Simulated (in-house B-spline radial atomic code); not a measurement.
Results of a calculation; reference values are marked as such.
## Building a PAW p channel for Sr, r_c = 1.17 bohr

Sr, [Kr] 5s2, non-relativistic LDA (VWN5), spherical and spin-unpolarised, from an all-electron radial atomic-structure program (B-spline basis) (atomic units; all potentials screened as in the neutral atom).

Two all-electron partial waves φ1, φ2 are integrated outwards at E1 = ε(4p) = -0.84449 and E2 = E1 + 0.5 hartree; φ1 is the bound orbital and φ2 has unit norm inside r_c = 1.1687 bohr. Smooth partners are polynomials, r^2(a0 + a1 r² + a2 r⁴ + a3 r⁶), matched to φ and three derivatives at r_c, with no condition on the norm. The local potential is -21.7259 + (35.9192) r² + (-26.191) r⁴ + (7.16658) r⁶ inside 0.9568 bohr and the all-electron one outside.

```tsv
wave	φ(r_c)	φ'(r_c)	a0	a1	a2	a3
1	0.8572768	0.4410501	0.6341319	0.6166161	-0.677975	0.1633087
2	1.663984	0.2832434	1.553045	0.9200632	-1.297411	0.3253272
```

Inside r_c the overlaps are <φi φj> = [[0.24142, 0.49108], [0.49108, 1.00000]] and, for the smooth waves, [[0.22864, 0.47058], [0.47058, 0.97012]]. With χj = (Ej − T − V_local) applied to smooth wave j, the program's quadrature gives the matrix B_ij = <smooth i, χj> as [[0.63183, 1.35352], [1.36377, 2.92384]].

Check the match of the first wave, and find the augmentation charges q_ij.

At r_c the four terms are 0.86614, 1.15034, -1.72756, 0.56837, which sum to 0.8573, φ1(r_c) to rounding. q_ij is the all-electron overlap less the smooth one: [[0.01278, 0.02050], [0.02050, 0.02988]]. The smooth first wave has a norm of 0.2286 inside r_c against 0.2414, and q11 > 0 puts back the missing charge.

B isn't symmetric. Show that D_ij = B_ij + Ej q_ij is.

Integrating by parts gives B12 − B21 = (E1 − E2) q12: 1.35352 − (1.36377) = -0.01025, and −0.5 × (0.02050) = -0.01025. So D12 = 1.35352 + (-0.344490)(0.02050) = 1.34646 and D21 = 1.36377 + (-0.84449)(0.02050) = 1.34645; D11 = 0.62103, D22 = 2.91355. The projectors, p = (B⁻¹)ᵀ χ, are dual to the smooth waves; det B = 0.0015, small beside B11 B22, as the two smooth waves look alike inside r_c.

Solving (T + V_local + Σ p D p) ψ = E (1 + Σ p q p) ψ in a sphere of 9 bohr gives these levels:

| all-electron | one projector | two projectors |
| --- | --- | --- |
| -0.844490 | -0.844489 | -5.990650 |
| -0.032068 | -0.032875 | -0.844489 |
| 0.238863 | 0.236330 | -0.032068 |
| 0.668961 | 0.660564 | 0.238865 |
| 1.251730 | 1.226000 | 0.668976 |

What does the second projector gain?

With one projector the errors are 0.00, -0.81, -2.53, -8.40, -25.73 millihartree. With two a ghost lies below the reference level, so the set fails. The lowest eigenvalue of the overlap operator is 1 with one and 0.5138 with two projectors. The smooth orbital alone needs a cutoff of 22.3 hartree for 1 millihartree of kinetic energy, against 39.8 for a norm-conserving Troullier-Martins orbital of the same radius, which is no gain while the set fails.
